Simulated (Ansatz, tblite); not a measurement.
Spin states of AsP₃, each relaxed with r2SCAN-D4/def2-SVP in Ansatz. Electronic energies in the gas phase.

The xTB rows come from tblite. LC-ωPBE has ω = 0.4 bohr⁻¹. Correlated methods freeze 24 core orbitals; core or outer-core shells of As are correlated, in sets that lack core-valence functions. The structure comes from a short search, and lower isomers may exist.

Singlet geometry (C3v within 0.1 Å):

Cartesian coordinates in Å:
```
P 0.7554 -1.1041 -0.2873
P -1.3084 -0.3903 0.0887
P 0.1132 0.8771 -1.0440
As 0.4399 0.6172 1.2426
```

Triplet geometry (Cs within 0.1 Å):

```xyz
4

P     0.586   -1.125    0.058
P     1.207    0.897    0.672
P    -0.935    0.390    0.766
As   -0.858   -0.162   -1.496
```

Quintet geometry (Cs within 0.1 Å):

```tsv
atom	x (Å)	y (Å)	z (Å)
P1	1.323	0.482	-0.943
P2	0.242	-0.105	0.834
P3	0.178	-1.454	-0.853
As4	-1.742	1.076	0.962
```

⟨S²⟩: triplet 2.01 at PBE0-D4/def2-TZVP (pure 2.00), quintet 6.03 at PBE0-D4/def2-TZVP (pure 6.00).

Only these spin states were relaxed. The triplet has other bonds than the singlet, so the gap mixes isomer and spin. The quintet has other bonds than the singlet, so the gap mixes isomer and spin.

Q: Estimate which spin state lies lowest at each of these levels, and by how much: GFN1-xTB; GFN2-xTB; HF/STO-3G; PBE-D4/def2-TZVP; r2SCAN-D4/def2-TZVP; B97M-V/def2-TZVP; PBE0-D4/def2-TZVP; BHLYP-D4/def2-TZVP; CAM-B3LYP-D4/def2-TZVP; LC-ωPBE/def2-TZVP; PBE-QIDH/def2-TZVP; RPA@PBE/def2-TZVP.

A: 
| level | triplet − singlet (kcal/mol) | quintet − singlet (kcal/mol) | lowest of these | remarks |
| --- | --- | --- | --- | --- |
| GFN1-xTB | 50.2 | 107.4 | singlet | – |
| GFN2-xTB | 46.0 | 93.2 | singlet | – |
| HF/STO-3G | 20.0 | 33.4 | singlet | spin-contaminated (⟨S²⟩ 2.16) (triplet) |
| PBE-D4/def2-TZVP | 43.8 | 85.3 | singlet | – |
| r2SCAN-D4/def2-TZVP | 42.7 | 81.3 | singlet | – |
| B97M-V/def2-TZVP | 46.5 | 87.9 | singlet | – |
| PBE0-D4/def2-TZVP | 43.3 | 82.7 | singlet | – |
| BHLYP-D4/def2-TZVP | 38.2 | 72.6 | singlet | – |
| CAM-B3LYP-D4/def2-TZVP | 39.9 | 76.5 | singlet | – |
| LC-ωPBE/def2-TZVP | 42.0 | 79.0 | singlet | – |
| PBE-QIDH/def2-TZVP | 47.2 | 88.8 | singlet | – |
| RPA@PBE/def2-TZVP | 43.7 | 84.4 | singlet | – |

Change of the quintet − singlet gap on mixing in exact exchange, in kcal/mol: PBE to PBE0 (25 % exact exchange) -2.7. The xTB methods have no spin-polarisation term.
